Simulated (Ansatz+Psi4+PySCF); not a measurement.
A calculation with PySCF 2.14.0.

```python
from pyscf import gto, scf, mp

mol = gto.M(atom="""
Be 0.000000 0.000000 0.000000
""", basis='cc-pcvtz', charge=1, spin=1)
mf = scf.UHF(mol)
mf.kernel()
pt = mp.MP2(mf, frozen=None).run()
print(mf.e_tot, pt.e_corr, pt.e_tot)
```

The script is written out from the run's settings.

Results

```json
{"Converged": "yes", "Reference energy": "-14.27730 hartree", "Correlation energy": "-0.03969 hartree", "Total energy": "-14.31699 hartree", "Spin squared of the determinant": "0.750"}
```

Messages of the program:
```
WARN: HOMO -0.301922187662248 >= LUMO -0.301922187662248
WARN: HOMO -0.301922187662248 >= LUMO -0.301922187662248
```
